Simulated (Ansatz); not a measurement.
Reaction (formal exchange of groups at a C–C bond): `FC(F)C(Cl)Cl` + `CC(F)CF` → `CC(F)(CF)C(F)F` + `ClCCl`

Program: Ansatz. Geometries: PBE0-D4/def2-TZVP. ΔE: electronic, gas phase. CCSD(T)/CBS is the MP2 limit (def2-TZVPP, def2-QZVPP) plus CCSD(T) − MP2 in def2-TZVPP, frozen cores. This one scheme is used for every species. DFT in def2-TZVPP. HSE06 is defined as in plane-wave codes. Each species was taken in one conformer, which may not be the lowest.

Q: Is it downhill or uphill in electronic energy at CCSD(T)/CBS, and by how much? (Estimate.)

A: The calculation gave: Downhill: ΔE = -12.9 kJ/mol.

Q: What do these levels give: PBE-D4, PBE0-D4, HSE06-D4, BHLYP-D4, B2PLYP, r2SCAN, r2SCANh, RPA@PBE/def2-TZVPP, HF/def2-SVP, CCSD/def2-SVP, MP2/def2-TZVPP, MP2/CBS(def2)? (Best estimate.)

A: The calculation gave: PBE-D4 -9.5, PBE0-D4 -11.1, HSE06-D4 -10.9, BHLYP-D4 -13.0, B2PLYP -10.9, r2SCAN -12.5, r2SCANh -12.7, RPA@PBE/def2-TZVPP -14.8, HF/def2-SVP -17.8, CCSD/def2-SVP -16.4, MP2/def2-TZVPP -11.4, MP2/CBS(def2) -10.4 kJ/mol.

Largest T1 diagnostic among the species: 0.011.

Leaving LDA and LC-ωPBE aside and taking each functional with its dispersion term where it has one, the values, not all of them listed here, spread over 4.9 kJ/mol, from ωB97X-V to PBE-D4. LDA lies −3.7 kJ/mol from PBE without D4. From BLYP to BHLYP (50 % exact exchange), in def2-TZVPP and without D4, ΔE moves by −4.5 kJ/mol. At CCSD(T), def2-SVP lies −3.5 kJ/mol from the extrapolated value and def2-TZVPP −1.0 kJ/mol.
